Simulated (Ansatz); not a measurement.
Ag2Au4⁺. Total charge 1; doublet. Geometry PBE-D4/def2-SVP.

```xyz
6

Au    1.8570    1.6678   -0.1975
Au    0.2402    0.6882   -2.1838
Au   -0.0624   -0.1477    0.4597
Au   -1.9077   -1.9076    1.0696
Ag   -1.6710   -1.2632   -1.5461
Ag    1.5438    0.9625    2.3981
```

In the def2 sets Ag, Au take a core potential; there is no spin–orbit coupling. No other spin state of charge 1 was run. Another isomer (doublet) lies 0.05 eV lower at PBE0-D4/def2-TZVP; other spin states weren't run for this one.

Problem. Estimate the α-spin orbital energies around the gap (eV) in Ansatz with PBE-D4/def2-TZVP, r2SCAN-D4/def2-TZVP, r2SCANh-D4/def2-TZVP, PBE0-D4/def2-SVP, PBE0-D4/def2-TZVP.

Solution. 
```
orbital  PBE-D4/def2-TZVP  r2SCAN-D4/def2-TZVP  r2SCANh-D4/def2-TZVP  PBE0-D4/def2-SVP  PBE0-D4/def2-TZVP
 HOMO−5            -10.79               -10.97                -11.50            -12.15             -12.12
 HOMO−4            -10.64               -10.79                -11.26            -11.93             -11.89
 HOMO−3            -10.60               -10.75                -11.26            -11.90             -11.85
 HOMO−2            -10.45               -10.58                -11.03            -11.64             -11.59
 HOMO−1            -10.20               -10.25                -10.50            -10.79             -10.78
   HOMO             -9.60                -9.64                 -9.84            -10.06             -10.06
   LUMO             -7.79                -7.60                 -7.29             -6.88              -6.90
 LUMO+1             -7.37                -7.16                 -6.85             -6.48              -6.49
 LUMO+2             -6.92                -6.71                 -6.39             -5.98              -6.01
 LUMO+3             -5.70                -5.47                 -5.24             -4.99              -5.02
 LUMO+4             -4.90                -4.56                 -4.29             -4.00              -4.09
 LUMO+5             -4.78                -4.48                 -4.20             -3.82              -3.95
 β HOMO            -10.11               -10.13                -10.38            -10.68             -10.66
 β LUMO             -9.33                -9.13                 -8.82             -8.46              -8.45
```
